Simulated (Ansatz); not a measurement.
A nudged elastic band was laid between two geometries of Cl4FHW + ClH (9 atoms, charge 0, multiplicity 1).

Level of theory: RKS PBE/def2-SVP in Ansatz.

```yaml
movable_images: 5
climbing_image: yes
spring: 5.0 eV/Å²
optimiser: quadratic models (default)
start_path: through a guess of the saddle point
force_threshold: 0.03 eV/Å
iteration_limit: 60
end_points: relaxed
```

Initial state:

```xyz
9
Properties=species:S:1:pos:R:3
W -0.108 -0.041 0.003
F 0.021 -0.243 1.901
Cl 1.699 1.363 0.373
H -0.410 1.295 -0.965
Cl -2.225 0.778 0.417
Cl -1.051 -2.163 -0.158
Cl 0.807 -0.509 -2.070
Cl 2.300 -2.169 1.092
H 1.600 -1.740 2.104
```

Final state:

```xyz
9
Properties=species:S:1:pos:R:3
W 0.294 -0.289 -0.257
F -0.358 -0.827 2.290
Cl 1.924 1.327 -0.832
H 0.500 0.856 0.955
Cl -1.744 0.695 0.048
Cl -0.599 -2.437 -0.249
Cl 0.003 -0.248 -2.554
Cl 2.113 -1.280 0.907
H 0.501 -1.227 2.391
```

**Question.** What changes between the two ends?

**Answer.** Bonds broken: W1–F2, Cl8–H9. Bonds formed: W1–Cl8, F2–H9. Cl4FHW + ClH becomes Cl5FH2W.

**Question.** What energy profile does the band end with?

**Answer.** The run converged. The highest image is number 5 of 0 to 6, 45.1 kJ/mol above the first end and 14.5 kJ/mol above the last; the last end lies 30.6 kJ/mol above the first. The profile has 2 maxima (images 2, 5) with wells between them (image 4): this band takes more than one step, which may be the mechanism or a detour left from its start path. A vibrational analysis at the climbing image gives one clearly imaginary mode, 58i cm⁻¹: a first-order saddle point. The orbitals stay closed-shell, which can raise the energy where a bond breaks towards radicals; this wasn't checked here.

```tsv
image	path coordinate (Å)	energy (kJ/mol)	W1–F2 (Å)	Cl8–H9 (Å)	W1–Cl8 (Å)
0	0.00	0.0	1.91	1.30	3.39
1	2.00	4.8	1.91	1.30	4.46
2	4.00	12.3	1.91	1.30	4.65
3	5.99	9.8	1.91	1.30	4.45
4	7.99	5.5	1.90	1.30	3.40
5	9.98	45.1	2.47	2.09	2.43
6	11.31	30.6	2.68	2.19	2.38
```

**Question.** What is the geometry of the highest image?

**Answer.** 
```xyz
9
Properties=species:S:1:pos:R:3:forces:R:3
W 0.225 -0.298 -0.186 0.00 0.00 0.00
F 0.117 -0.499 2.279 0.00 0.00 0.00
Cl 1.968 1.274 -0.354 0.00 0.00 0.00
H -0.018 1.057 0.745 0.00 0.00 0.00
Cl -1.956 0.554 -0.318 0.00 0.00 0.00
Cl -0.887 -2.350 0.087 0.00 0.00 0.00
Cl 0.282 -0.375 -2.457 0.00 0.00 0.00
Cl 2.052 -1.666 0.641 0.00 0.00 0.00
H 0.850 -1.128 2.262 -0.01 0.00 0.00
```

The run took 7.9 min on 4 threads of Arm Neoverse V2, with other jobs on the host, peak memory 0.27 GiB.
